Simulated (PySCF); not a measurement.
The complex [CoBr4]2- (charge -2) contains Co(II), shell d7. The structure is a PBE0-D3(BJ)/def2-SVP, IEF-PCM water geometry optimised for multiplicity 2; coordination square planar, point group D4h, metal–donor distances 2.43 Å.

```
5

Co    0.0000    0.0000    0.0000
Br    2.4259    0.0000    0.0000
Br   -2.4259    0.0000    0.0000
Br    0.0000    2.4259    0.0000
Br    0.0000   -2.4259    0.0000
```

Method (PySCF 2.14, density fitting): CASSCF(7,5) with orbitals averaged over all microstates of the shell, strongly contracted NEVPT2 on the averaged canonical orbitals; basis x2c-TZVPall on the metal, x2c-SVPall elsewhere; spin-free X2C; IEF-PCM water; spin-orbit coupling by state interaction with the mean-field operator over all roots.

Question: Which term lies lowest, and with what spin?

Answer: 4B2g (S = 3/2, orbital degeneracy 1), orbital occupations from the lowest 2.0 1.0 1.0 2.0 1.0, by NEVPT2.

Question: List the excited states of the same spin.

Answer: By NEVPT2: 4Eg at 364 cm⁻¹; 4A2g at 1187 cm⁻¹; 4Eg at 7514 cm⁻¹ (1331 nm); 4B1g at 10728 cm⁻¹ (932 nm); 4Eg at 18510 cm⁻¹ (540 nm); 4A2g at 27192 cm⁻¹ (368 nm). All are electric-dipole forbidden at this geometry.

Question: Which is the lowest state of another spin?

Answer: 2A1g at 8999 cm⁻¹ by NEVPT2; CASSCF alone puts it at 13765 cm⁻¹ above the same ground state.

Question: What ligand-field parameters describe the result?

Answer: At CASSCF level (the NEVPT2 levels don't fit a ligand-field model well): orbital energies 0, 930, 930, 2866, 10397 cm⁻¹; B = 1177 cm⁻¹; C = 4364 cm⁻¹; B over its free-ion value at the same level 0.941; rms of the fit 127 cm⁻¹; ζ = 491 cm⁻¹ (free ion 526).

Question: What magnetic behaviour follows?

Answer: Degenerate or low-lying orbital states mix with the ground state, so no spin-only Hamiltonian applies. The lowest spin-orbit level is 2-fold, effective g = 1.54, 6.05, 6.05; the next lies at 157.8 cm⁻¹. μeff is 5.82 μB at 300 K and 4.52 μB at 10 K; the spin-only value is 3.88 μB.

The structure was relaxed for multiplicity 2, not for the ground state found here, whose own structure may differ much. NEVPT2 lifts 4B1g from 7090 to 10728 cm⁻¹; on the d shell alone such lifts tend to overshoot. Gaps between spin states lean to high spin in this active space.

The job took 44 s on one thread of Arm Neoverse N1 (shared host), with 176 basis functions and a peak of 0.7 GiB, launched as `OMP_NUM_THREADS=1 python lf_run.py task.json out`.
